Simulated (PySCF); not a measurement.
# Zn²⁺ (zinc, charge +2) across methods

[Ar] 3d10, closed-shell 1S. Calculation: PySCF 2.14, in x2c-TZVPPall with one added diffuse shell each of s, p, d, f type (7s6p5d3f1g, 80 functions); the spin-free X2C one-electron Hamiltonian (Gaussian nucleus).

```
 method  E (hartree)  mean ε 3s (eV)  mean ε 3p (eV)  mean ε 3d (eV)  Σ⟨r²⟩ (bohr²)   ⟨S²⟩
 revPBE    -1794.783         -150.01         -104.19         -30.719          15.33  0.000
 PBEsol    -1793.177         -149.67         -104.08         -30.833          15.33  0.000
 r2SCAN    -1794.847         -154.21         -106.83         -31.057          15.18  0.000
    UHF  -1793.34785         -178.25         -126.20         -41.417          14.78  0.000
    LDA    -1791.846         -149.53         -104.23         -31.247          15.37  0.000
   PBE0    -1794.635         -157.36         -110.01         -33.706          15.15  0.000
wB97M-V    -1794.748         -160.34         -112.53         -36.224          15.22  0.000
    PBE    -1794.616         -150.04         -104.28         -30.858          15.35  0.000
```

Question: Estimate the same row for PW91.

Answer: E (hartree) = -1795.039; mean ε 3s (eV) = -150.05; mean ε 3p (eV) = -104.35; mean ε 3d (eV) = -30.945; Σ⟨r²⟩ (bohr²) = 15.34; ⟨S²⟩ = 0.000.
